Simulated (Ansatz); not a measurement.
Si2Ge3: single points at one geometry.

```yaml
crystal:
  periodic: [false, false, false]
  atoms:
    - {symbol: Si, position_ang: [0.410624, 1.030474, 0.730044]}
    - {symbol: Si, position_ang: [0.332640, -1.168767, -0.538686]}
    - {symbol: Ge, position_ang: [-1.869470, -0.762372, 0.259651]}
    - {symbol: Ge, position_ang: [-1.185260, 1.308811, -1.012944]}
    - {symbol: Ge, position_ang: [2.311455, -0.408136, 0.561936]}
basis:
  gaussian: {orbitals: def2-TZVP, initial_orbitals: start.molden}
hamiltonian: {xc: r2scan, dispersion: d4}
scf: {omitted_lower_state_checks: [starts]}
output: {orbitals: {seedname: orbitals}}
```

The file start.molden holds the orbitals of an earlier run on this structure, at another level or in another basis.

```sh
$ ansatz run in.yaml --threads 4 --pin off --events-out ev --progress --plain --max-ram 4787MiB
```

Shortened log:

```
Functional definition: r2SCAN
1578 factors; their error is unknown
mean field evaluation 1: about -185307.8864 eV, gradient 1.1e1 eV
mean field evaluation 2: about -185307.9730 eV, gradient 1.5e-1 eV
mean field evaluation 4: about -185307.9355 eV, gradient 6.5e-4 eV
mean field -185307.93554114 eV, -6809.9410249069 hartree, gradient 2.1e-5 eV, S^2 0.000000; 0 other end points of the search recorded, 0 dependent functions left out
reference -185307.93555026 eV, -6809.9410252421 hartree; 62, 62 occupied and 156, 156 virtual orbitals, 1578 factors
Total energy: -185308.01019698 eV, -6809.9437684585 hartree
Checks for a lower state left out: starts
```

Hardware: 4 threads of Intel Xeon on a shared host. Wall time 4.3 s.

As the first input, with `correlation: {method: mp2}` and without the key `hamiltonian` (abridged; 6 s):

```
Functional definition: HF
mean field -185144.22314366 eV, -6803.9247052677 hartree, gradient 1.6e-6 eV, S^2 0.000000; unrestricted orbitals would lower it
mean field evaluation 16: about -185144.2387 eV, gradient 1.9e-1 eV
37 core orbitals not correlated: weight in the atoms' cores, before any rotation towards them, 1.000 or more for the frozen orbitals, at most 0.000 for the correlated occupied ones
second order -25.70195819 eV of doubles, -0.00000000 eV of singles
Total energy: -185169.92510185 eV, -6804.8692348097 hartree
Checks for a lower state left out: starts
```

Geometry: PBE-D4/def2-SVP.

Correlated methods freeze 37 core orbitals; core or outer-core shells of Ge are correlated, in sets that lack core-valence functions. At MP2/def2-TZVP the restricted singlet (for correlated methods, its reference) is unstable: a solution with broken spin symmetry lies lower. The structure comes from a short search, and lower isomers may exist.
